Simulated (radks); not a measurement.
All-electron atom: Tb2+ in [Xe] 4f9. Calculated with a radial shooting solver on a logarithmic mesh with Libxc functionals: scalar-relativistic Kohn-Sham, r2SCAN, spin-polarised, spherical densities, finite nucleus; open shells are filled with parallel spins first (spin-orbit coupling, left out, can overturn this in heavy ions); meta-GGA in the generalised Kohn-Sham scheme; Fermi nuclear charge, rms radius 5.06 fm.

Unscreened Slater integrals over Kohn-Sham orbitals (hartree). They are taken over the spin-up orbitals. Empty in this configuration: 6s.

\begin{tabular}{lr}
integral & value \\ \hline
F0(4f,4f) & 1.0821 \\
F2(4f,4f) & 0.50188 \\
F4(4f,4f) & 0.31255 \\
F6(4f,4f) & 0.22422 \\
F0(4f,5p) & 0.69580 \\
F2(4f,5p) & 0.24263 \\
G2(4f,5p) & 0.13334 \\
G4(4f,5p) & 0.10109 \\
F0(4f,5s) & 0.78332 \\
G3(4f,5s) & 0.15336 \\
F0(4f,6s) & 0.33824 \\
G3(4f,6s) & 0.014394 \\
F0(5p,5p) & 0.58414 \\
F2(5p,5p) & 0.31447 \\
F0(5p,5s) & 0.62613 \\
G1(5p,5s) & 0.41789 \\
F0(5p,6s) & 0.32102 \\
G1(5p,6s) & 0.026908 \\
F0(5s,5s) & 0.68141 \\
F0(5s,6s) & 0.32670 \\
G0(5s,6s) & 0.014916 \\
F0(6s,6s) & 0.26013 \\
\end{tabular}

Derived for the open shells (J is the average intra-shell exchange parameter used in DFT+U). 4f: F4/F2 = 0.623, F6/F2 = 0.447, J = (286 F2 + 195 F4 + 250 F6)/6435 = 0.04049 hartree.
